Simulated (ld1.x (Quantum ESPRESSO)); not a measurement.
u(r) = r·R(r): atom against pseudo-atom (lanthanum)

Columns: radius, all-electron u(r) and pseudo u(r) of the 5p shell (level -22.85 eV) of lanthanum in the configuration [Kr] 4d10 4f0 5s2 5p6 5d1 6s1.5 6p0.5; PBE, non-relativistic, PAW scheme, ld1.x (Quantum ESPRESSO) 7.5.

```
r (bohr)  all-electron   pseudo
   0.173       -0.2523  -0.0129
   0.345        0.0436  -0.0503
   0.518        0.4397  -0.1090
   0.690        0.3176  -0.1833
   0.862       -0.0427  -0.2668
   1.035       -0.4004  -0.3529
   1.208       -0.6588  -0.4338
   1.380       -0.8066  -0.5025
   1.553       -0.8638  -0.5547
   1.725       -0.8553  -0.5865
   1.898       -0.8046  -0.5966
   2.070       -0.7312  -0.5858
   2.242       -0.6481  -0.5567
   2.415       -0.5633  -0.5127
   2.588       -0.4829  -0.4589
   2.760       -0.4099  -0.4008
   2.932       -0.3451  -0.3427
   3.105       -0.2883  -0.2881
   3.278       -0.2398  -0.2398
   3.450       -0.1988  -0.1988
   3.623       -0.1642  -0.1642
   3.795       -0.1354  -0.1354
   3.968       -0.1113  -0.1113
   4.140       -0.0914  -0.0914
   4.312       -0.0749  -0.0749
   4.485       -0.0612  -0.0612
```

**Question.** How many radial nodes do the two functions have?

**Answer.** The all-electron 5p function has n − l − 1 = 3 (the table is too coarse to show those close to the nucleus); the pseudo-wave has 0, since the states of the same l below it are removed with the core.

**Question.** At about which radius was the pseudo-wave matched?

**Answer.** 3.45 bohr. The columns agree to 0.0005 from 3.10 bohr on; several derivatives are matched, so the curves merge somewhat inside the radius.

**Question.** Where does each function peak?

**Answer.** Outermost all-electron maximum near 1.55 bohr, pseudo maximum near 1.90 bohr (to the table’s step).

**Question.** Is the pseudo-wave norm-conserving?

**Answer.** No, it belongs to a PAW set: the norm inside the radius is not constrained, and the difference is carried by the augmentation charge.
